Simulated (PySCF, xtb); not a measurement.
C₃H₄ClNSi, SMILES Cl[Si@H]1C=CC=N1.

Harmonic wavenumbers (cm⁻¹) from GFN2-xTB run with xtb 6.7.1 at its own minimum, in rising order: 101, 133, 322, 414, 458, 561, 566, 620, 665, 741, 796, 843, 896, 913, 996, 1083, 1241, 1288, 1550, 1632, 2346, 3023, 3083, 3122.

### Question
What does PBE-D3(BJ)/def2-SVP in PySCF give at its own minimum? (Estimate from the structure and the level; the computed values follow.)

### Answer
107, 167, 348, 440, 479, 572, 630, 676, 701, 734, 792, 839, 922, 930, 972, 1039, 1252, 1310, 1525, 1617, 2199, 2989, 3093, 3161. Paired by order, the mean absolute difference is 30 cm⁻¹ and the zero-point energies are 39.2 and 39.3 kcal/mol.
